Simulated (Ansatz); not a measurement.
AlH3Se3, SMILES `[SeH][Al]([SeH])[SeH]`, relaxed with RKS PBE0-D4/def2-TZVP in Ansatz from a PBE-D4/def2-SVP geometry. The force threshold is 0.005 eV/Å; the program also tests the step.

Charge 0, multiplicity 1.

Start:

```xyz
7

Se    1.657    0.943    1.426
Al   -0.168   -0.017    0.334
Se   -1.920   -0.739    1.691
Se   -0.335   -0.271   -1.982
H     2.196    1.475    0.148
H    -2.525   -1.481    0.553
H     1.094    0.090   -2.170
```

(1) How much energy does the relaxation release, and in how many steps? (Estimate.)

(2) Which bonds change most? (An estimate is asked.)

(3) Give the relaxed structure. (Best estimate.)

## Answers

(1) The calculation gave: 1.82 kJ/mol, in 16 steps.

(2) Computed: Al2–Se4 from 2.335 to 2.315 Å; Se1–Al2 from 2.334 to 2.314 Å; Al2–Se3 from 2.331 to 2.312 Å; Se3–H6 from 1.487 to 1.470 Å.

(3) The calculation gave: 
```xyz
7

Se    1.575    1.069    1.402
Al   -0.159   -0.040    0.346
Se   -1.871   -0.816    1.693
Se   -0.265   -0.401   -1.938
H     2.256    1.313    0.124
H    -2.564   -1.387    0.529
H     1.027    0.262   -2.156
```
